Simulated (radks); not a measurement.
Task: Isoelectronic series with 20 electrons, each ion in its NIST ground configuration. Calculated with a radial shooting solver on a logarithmic mesh with Libxc functionals: Dirac Kohn-Sham, BLYP, spin-unpolarised, spherical densities, point nucleus; open shells are shared between the two j in proportion to 2j + 1. Total energies (hartree) and mean radii <r> (bohr) (* marks an orbital that is empty in some or all of the ions):

ion,configuration,E (hartree),4p3/2*,4p1/2*,4s1/2*,3d5/2,3d3/2,3p3/2
Ba36+,[Ar] 3d2,-7148.5933,0.5364,0.5228,0.5287,0.2370,0.2341,0.2679
Ce38+,[Ar] 3d2,-7729.6886,0.5117,0.4978,0.5041,0.2266,0.2235,0.2564
Nd40+,[Ar] 3d2,-8336.3718,0.4892,0.4748,0.4815,0.2170,0.2139,0.2458
Sm42+,[Ar] 3d2,-8969.1200,0.4685,0.4537,0.4607,0.2082,0.2050,0.2361
Dy46+,[Ar] 3d2,-10314.9006,0.4318,0.4162,0.4236,0.1926,0.1892,0.2186
Er48+,[Ar] 3d2,-11029.0775,0.4155,0.3994,0.4070,0.1856,0.1822,0.2108
Yb50+,[Ar] 3d2,-11771.6160,0.4003,0.3838,0.3914,0.1792,0.1756,0.2035
Hf52+,[Ar] 3d2,-12543.2057,0.3862,0.3692,0.3768,0.1731,0.1694,0.1967
W54+,[Ar] 3d2,-13344.5920,0.3729,0.3555,0.3632,0.1675,0.1637,0.1902
Os56+,[Ar] 3d2,-14176.5815,0.3605,0.3426,0.3503,0.1622,0.1583,0.1842

Estimate the row of Gd44+ ([Ar] 3d2).

Result: E (hartree) -9628.4459; 4p3/2* 0.4495; 4p1/2* 0.4343; 4s1/2* 0.4415; 3d5/2 0.2001; 3d3/2 0.1968; 3p3/2 0.2270.
